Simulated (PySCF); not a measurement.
Gas-phase reaction: 3 GeCl₂ + 4 F → GeF₄ + 2 GeCl₃

Method: PySCF energies plus ideal-gas RRHO corrections (1 bar). † marks an energy on the PBE0/def2-TZVP geometry and frequencies. Open shells (unrestricted): F (multiplicity 2), GeCl₃ (multiplicity 2); the rest are closed-shell singlets. Spin-orbit splitting is ignored; it lowers the true energy and changes the entropy of F. B3LYP is the form with VWN-RPA correlation. Ge: all electrons, no relativistic terms. GeCl₃: computed as isolated molecules; such fragments, hydroxides, amides, oligomers or adducts are transient or little studied in the gas.

r2SCAN/def2-TZVP† gives ΔH°(298 K) = -1544 kJ.

**Question.** What do B3LYP/def2-TZVP†, BLYP/def2-TZVP†, PBE/def2-TZVP† give?

**Answer.** B3LYP/def2-TZVP†: -1425 kJ; BLYP/def2-TZVP†: -1430 kJ; PBE/def2-TZVP†: -1529 kJ. For scale, ΔH°(298 K) is -1544 kJ at this level, -1489 kJ at ωB97M-V/def2-TZVP†, and runs from -1839 to -1005 kJ over the 19 levels computed.
